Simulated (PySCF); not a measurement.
# Two-component Hartree-Fock for Zn⁺ (zinc, charge +1)

Start: [Ar] 3d10 4p1; 4p3/2 filled at m_j = +3/2. Calculated with PySCF 2.14 in x2c-TZVPall-2c: generalised Hartree-Fock with the X2C-1e Hamiltonian and a Gaussian nucleus; one run each with spin-orbit coupling (SO) switched off, then screened by Boettger's factors. This is a chosen level, not necessarily the ground level.

```
spinor shell  electrons  ε, spin-free (eV)  ε, screened SO (eV)  weight of nominal j (screened SO)  rms radius, screened SO (bohr)
       1s1/2          2            -9740.8              -9740.7                              1.000                          0.0580
       2s1/2          2            -1244.3              -1244.3                              1.000                           0.244
       2p1/2          2            -1075.7              -1092.2                              1.000                           0.217
       2p3/2          4            -1075.7              -1067.8                              1.000                           0.220
       3s1/2          2            -168.61              -168.63                              1.000                           0.732
       3p1/2          2            -116.54              -118.78                              1.000                           0.769
       3p3/2          4            -116.54              -115.50                              1.000                           0.780
       3d3/2          4            -31.748              -32.031                              0.991                           0.987
       3d5/2          6            -31.748              -31.594                              0.994                           0.998
       4p3/2          1            -11.078              -11.042                              1.000                            3.17
```

```json
{"quantity": "E (hartree)", "spin-free": "-1793.72548", "screened SO": "-1793.77523"}
{"quantity": "M_J", "spin-free": "3/2", "screened SO": "3/2"}
{"quantity": "⟨J²⟩", "spin-free": "3.754", "screened SO": "3.754"}
{"quantity": "⟨L²⟩", "spin-free": "2.003", "screened SO": "2.004"}
{"quantity": "⟨S²⟩", "spin-free": "0.751", "screened SO": "0.753"}
```

Without spin-orbit coupling the j labels of p, d and f shells carry no meaning; the spin-free column gives the mean over the occupied spinors of each nl shell.
